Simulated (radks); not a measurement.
Effect of the nuclear size on neutral bromine, [Ar] 3d10 4s2 4p5. Method: Dirac Kohn-Sham, relativistic LDA (MacDonald-Vosko exchange, VWN5 correlation), spin-unpolarised, spherical densities, finite nucleus; open shells fill j = l - 1/2 first; Fermi nuclear charge, rms radius 4.1629 fm; computed with a radial shooting solver on a logarithmic mesh with Libxc functionals. The rms radius is varied about that value; shifts are against it.

rms radius (fm)  total energy shift (eV)  density at nucleus (e/bohr^3)  1s1/2 shift (meV)  2s1/2 shift (meV)  3p1/2 shift (meV)  4s1/2 shift (meV)
3.7466                            -0.102                      4.427e+04              -43.0              -4.33              0.064             -0.072
3.9006                           -0.0653                      4.414e+04              -27.6              -2.77              0.041             -0.046
4.1629                                 0                      4.392e+04              0.000              0.000              0.000              0.000
4.3419                            0.0468                      4.378e+04               19.8               1.99             -0.029              0.033
4.6999                             0.146                      4.352e+04               61.7               6.20             -0.091              0.103

Slopes of the eigenvalues against <r^2> in GHz/fm^2, as finite differences over the two radii next to the reference (eigenvalue slopes, not the field-shift constants of lines): 1s1/2 3150, 2s1/2 317, 3p1/2 -4.65, 4s1/2 5.25.
